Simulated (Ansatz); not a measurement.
A run for Ansatz (a quantum-chemistry and plane-wave program): U-PBE0/def2-TZVPP on H2O2W (SMILES [OH][W][OH]), 2S+1 = 3, a spin state set in the input, which need not be the lowest. Elements past Kr take the def2 small-core potentials; no spin–orbit coupling.

Ansatz 0.2 input:
```yaml
crystal:
  periodic: [false, false, false]
  atoms:
    - {symbol: W, position_ang: [-0.01043425, 0.00584199, -0.01109938]}
    - {symbol: O, position_ang: [1.32374643, 0.25706123, -1.24377703]}
    - {symbol: H, position_ang: [2.01836063, 0.38795296, -1.88620818]}
    - {symbol: O, position_ang: [-1.34495282, -0.24521774, 1.22124351]}
    - {symbol: H, position_ang: [-2.04039114, -0.37589188, 1.86282686]}
basis:
  gaussian:
    orbitals: def2-TZVPP
hamiltonian:
  xc: {name: PBE0}
magnetization: {spin_polarized: true, initial_magnetization: 2}
output: {forces: true}
```

Output:

```
WARN ansatz: RAYON_NUM_THREADS=1 ignored (pool sized by the plan → 1); use --threads N
Functional definition: PBE0
integrals: 0.05 GiB planned
820 factors; their error is unknown
mean field: 0.61 GiB planned
mean field evaluation 1: about -5941.9116 eV, gradient 5.0e1 eV
mean field evaluation 2: about -5912.4703 eV, gradient 1.0e2 eV
mean field evaluation 4: about -5949.5549 eV, gradient 4.1e0 eV
mean field evaluation 8: about -5949.6381 eV, gradient 3.6e-2 eV
mean field evaluation 16: about -5949.6602 eV, gradient 3.5e-4 eV
mean field evaluation 32: about -5949.4818 eV, gradient 1.5e0 eV
mean field -5949.66016181 eV, -218.6459781219 hartree, gradient 2.5e-5 eV, S^2 2.017116; 6 other end points of the search recorded, 0 dependent functions left out
the calculation of the forces begins
reference -5949.66019338 eV, -218.6459792822 hartree; 17, 15 occupied and 129, 131 virtual orbitals, 820 factors
Total energy: -5949.66019338 eV, -218.6459792822 hartree
Atom 0 at    -0.010434     0.005842    -0.011099 Å, force    -0.000069     0.000200    -0.000075 eV/Å
Atom 1 at     1.323746     0.257061    -1.243777 Å, force    -0.232135    -0.043825     0.214288 eV/Å
Atom 2 at     2.018361     0.387953    -1.886208 Å, force    -0.154745    -0.029106     0.143125 eV/Å
Atom 3 at    -1.344953    -0.245218     1.221244 Å, force     0.232038     0.043606    -0.214396 eV/Å
Atom 4 at    -2.040391    -0.375892     1.862827 Å, force     0.154911     0.029125    -0.142943 eV/Å
Dipole moment:    -0.000296     0.000088    -0.000301 e Å
```

Self-consistency was reached.

Cost: roughly 6 core-seconds.
